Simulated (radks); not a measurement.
Task: Spherical quantum dot in the effective-mass picture: electrons in a parabolic well V = omega^2 r^2 / 2 with omega = 0.201, all in effective atomic units (hartree* = m*/eps^2 hartree, bohr* = eps/m* bohr), one dielectric constant everywhere. Method: non-relativistic Kohn-Sham, PBE, spin-polarised, spherical densities; computed with a radial shooting solver with Libxc functionals. Levels are named by radial order and angular momentum (1s, 1p, 1d, 2s, ...), and open shells are averaged over m. At N = 5 the configuration is 1s2 1p(up 3, down 0). Does electron 6 go into 1p down or 1d down or 1d up?

Result: Into 1p down. The total energies of the other choices lie higher by 0.0764 hartree* (1d up), 0.120 hartree* (1d down).
